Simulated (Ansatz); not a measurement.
Reaction (atomization): `S[SiH]1CN1` → C• + 5 H• + N• + S• + Si•

Isolated molecules relaxed with PBE0-D4/def2-TZVP in Ansatz; ΔE leaves out vibrations. CBS: MP2 limit from def2 TZ/QZ plus the TZ coupled-cluster correction, frozen cores. This one scheme is used for every species, atoms too. DFT in def2-TZVPP. B3LYP here is the variant with VWN-RPA as its local correlation; programs differ in this. No spin–orbit coupling; open shells (•) take unrestricted orbitals. Spin–orbit coupling would lower the free atoms: a little for C, S, Si. One conformer a species, not always the lowest.

```tsv
level	ΔE (kcal/mol)
PBE0	728.3
B3LYP	722.3
HF/def2-SVP	495.8
CCSD(T)/def2-TZVPP	705.7
```

(1) What does CCSD(T)/CBS give? (An estimate is asked.)

Largest T1 diagnostic among the species: 0.012.

Answers

(1) The calculation gave: +730.1 kcal/mol. The listed levels differ from it by -1.8, -7.8, -234.3, -24.4 kcal/mol.

Leaving LDA and LC-ωPBE aside and taking each functional with its dispersion term where it has one, the values, not all of them listed here, spread over 39.5 kcal/mol, from BHLYP-D4 to PBE-D4. LDA lies +100.6 kcal/mol from PBE without D4, its usual overbinding. In def2-TZVPP, CCSD(T) changes the Hartree–Fock value by +203.8 kcal/mol (the triples alone add +13.0 kcal/mol) and MP2 by +214.0 kcal/mol; breaking electron pairs costs correlation energy, which Hartree–Fock lacks.

For atomizations the MP2-based limit and the directly extrapolated one differ by several kJ/mol either way, and by 10 to 25 for some Ge, Se and Sn compounds, so smaller differences from it don't rank the levels.
